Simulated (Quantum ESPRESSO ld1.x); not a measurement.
Ta, 73 electrons, occupied as [Xe] 4f14 5d3 7s2 (not the ground configuration). All-electron calculation, scalar-relativistic Kohn-Sham, PBE, spin-unpolarised, spherical densities, point nucleus. Program: ld1.x of Quantum ESPRESSO 7.5.

Radial electron density D(r) = 4 pi r^2 rho(r):

| r (bohr) | D(r) (e/bohr) |
|---|---|
| 0.001567 | 14.30 |
| 0.001854 | 18.21 |
| 0.002193 | 23.02 |
| 0.002574 | 28.52 |
| 0.003044 | 35.36 |
| 0.003601 | 43.27 |
| 0.004226 | 51.74 |
| 0.004999 | 61.37 |
| 0.005914 | 71.32 |
| 0.00694 | 80.52 |
| 0.00821 | 89.06 |
| 0.009711 | 95.54 |
| 0.0114 | 99.03 |
| 0.01348 | 99.42 |
| 0.01595 | 96.78 |
| 0.01871 | 92.66 |
| 0.02214 | 88.96 |
| 0.02619 | 88.76 |
| 0.03073 | 93.96 |
| 0.03635 | 105.3 |
| 0.043 | 119.6 |
| 0.05047 | 130.6 |
| 0.0597 | 133.7 |
| 0.07062 | 126.0 |
| 0.08287 | 113.0 |
| 0.09803 | 103.3 |
| 0.116 | 105.3 |
| 0.1361 | 115.5 |
| 0.161 | 122.0 |
| 0.1904 | 111.9 |
| 0.2235 | 88.89 |
| 0.2644 | 66.96 |
| 0.3127 | 61.56 |
| 0.367 | 68.71 |
| 0.4341 | 73.44 |
| 0.5135 | 65.11 |
| 0.6026 | 48.75 |
| 0.7129 | 32.53 |
| 0.8433 | 22.47 |
| 0.9896 | 17.39 |
| 1.171 | 13.57 |
| 1.385 | 9.743 |
| 1.625 | 6.346 |
| 1.922 | 3.658 |
| 2.274 | 1.978 |
| 2.669 | 1.046 |
| 3.157 | 0.4813 |
| 3.734 | 0.2011 |
| 4.382 | 0.1467 |
| 5.184 | 0.2425 |
| 6.132 | 0.3641 |
| 7.196 | 0.3907 |
| 8.513 | 0.2924 |
| 10.07 | 0.1462 |
| 11.82 | 0.05390 |
| 13.98 | 0.01316 |
| 16.54 | 0.002093 |
| 19.41 | 0.0002350 |

D(r) has 5 maxima, at r = 0.0126, 0.0574, 0.160, 0.427, 6.86 bohr, and minima at 0.0244, 0.104, 0.303, 4.24 bohr, inside which lie 1.91, 11.05, 29.90, 71.08 electrons.
